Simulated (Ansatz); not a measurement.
The cluster W₃O₅, relaxed as a singlet with RKS r2SCAN-D4/def2-SVP in Ansatz, starting from the GFN1-xTB geometry. Force threshold 0.02 eV/Å.

In the def2 sets W takes a core potential; there is no spin–orbit coupling. The restricted singlet is unstable towards broken spin symmetry at other levels; at r2SCAN-D4/def2-SVP this wasn't settled. At r2SCAN-D4/def2-SVP a triplet of charge 0 lies 0.13 eV below the restricted singlet, each at its own geometry. The structure comes from a short search, and lower isomers may exist.

Start:

```xyz
8

W    -0.464    0.855   -1.043
W     1.205    0.900    1.026
W    -0.127   -1.337    0.484
O     1.255    1.626   -0.719
O    -0.330   -0.994   -1.354
O    -1.309   -1.912    1.563
O    -1.877    1.801   -1.023
O     1.647   -0.939    1.067
```

| step | energy (eV) | largest force component (eV/Å) | SCF passes |
| --- | --- | --- | --- |
| 1 | -15708.1636 | 1.855 | 50 |
| 2 (rejected) | -15707.7924 | 4.526 | 41 |
| 3 | -15708.6239 | 1.044 | 40 |
| 4 | -15708.7323 | 0.829 | 34 |
| 5 | -15708.7720 | 1.008 | 38 |
| 6 | -15708.8235 | 0.208 | 33 |
| 7 | -15708.8298 | 0.062 | 31 |
| 8 | -15708.8298 | 0.064 | 29 |
| 9 | -15708.8303 | 0.025 | 29 |
| 10 | -15708.8304 | 0.013 | 29 |

Force components are those of the run's own axes.

End:

```xyz
8

W    -0.427    0.818   -1.023
W     1.116    0.848    0.971
W    -0.103   -1.298    0.451
O     1.380    1.680   -0.675
O    -0.410   -1.075   -1.454
O    -1.406   -1.732    1.485
O    -1.924    1.650   -0.871
O     1.773   -0.890    1.116
```

By distances, no bond broke or formed. The bond that changes most is W3–O8, from 1.91 to 2.03 Å (atoms count from 1).

No frequencies were taken in this run, so the end may be a saddle point.

Run time 23 s (4 threads of AMD EPYC 9R45 on a shared host).
